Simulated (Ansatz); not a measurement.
C$_{5}$H$_{14}$Si (SMILES CCC[SiH](C)C), singlet, geometry from GFN2-xTB; MP2/def2-TZVP (Ansatz, a first-principles code).

The Ansatz input:
Ansatz 0.2 input:
```yaml
crystal:
  periodic: [false, false, false]
  atoms:
    - {symbol: Si, position_ang: [-0.79823228, -0.36113537, -0.15239409]}
    - {symbol: C, position_ang: [-1.19463765, 1.20372493, -1.16159758]}
    - {symbol: C, position_ang: [-2.30394316, -0.82351940, 0.91553205]}
    - {symbol: C, position_ang: [0.68250705, -0.03722414, 1.01133497]}
    - {symbol: C, position_ang: [1.89880518, 0.61581744, 0.35783307]}
    - {symbol: C, position_ang: [2.53439317, -0.26652188, -0.70729643]}
    - {symbol: H, position_ang: [-0.51667707, -1.48049149, -1.07216792]}
    - {symbol: H, position_ang: [-1.36165790, 2.06163337, -0.51567474]}
    - {symbol: H, position_ang: [-0.38488921, 1.45679898, -1.83918837]}
    - {symbol: H, position_ang: [-2.08991868, 1.06698506, -1.76062399]}
    - {symbol: H, position_ang: [-2.58235618, -0.01756971, 1.58840064]}
    - {symbol: H, position_ang: [-2.10385605, -1.70135728, 1.52188709]}
    - {symbol: H, position_ang: [-3.16722409, -1.04445428, 0.29599256]}
    - {symbol: H, position_ang: [0.35090981, 0.60325657, 1.83233010]}
    - {symbol: H, position_ang: [0.99595519, -0.97744302, 1.46934449]}
    - {symbol: H, position_ang: [2.64640855, 0.83442998, 1.12646392]}
    - {symbol: H, position_ang: [1.60416741, 1.56722732, -0.08965520]}
    - {symbol: H, position_ang: [1.84242613, -0.43364964, -1.52857479]}
    - {symbol: H, position_ang: [3.43447372, 0.19951578, -1.10325571]}
    - {symbol: H, position_ang: [2.80474252, -1.23264837, -0.28659741]}
basis:
  gaussian:
    orbitals: def2-TZVP
magnetization: {spin_polarized: false}
correlation: {method: mp2}
```

What the program printed (banner, timings and long lists left out):

```
Functional definition: HF
1895 factors; integrals over basis functions are off by at most 1.1e-3 eV
mean field evaluation 1: about -13233.2099 eV, gradient 4.6e1 eV
mean field evaluation 2: about -13233.4208 eV, gradient 4.6e1 eV
mean field evaluation 4: about -13239.1399 eV, gradient 4.3e0 eV
mean field evaluation 8: about -13239.2143 eV, gradient 2.4e-1 eV
mean field -13239.21459267 eV, -486.5321624188 hartree, gradient 2.4e-6 eV, S^2 0.000000; 0 other end points of the search recorded, 0 dependent functions left out
10 core orbitals not correlated
reference -13239.21459267 eV, -486.5321624188 hartree; 19, 19 occupied and 247, 247 virtual orbitals, 1895 factors
second order -26.65339141 eV of doubles, -0.00000000 eV of singles
Total energy: -13265.86798408 eV, -487.5116564868 hartree
```
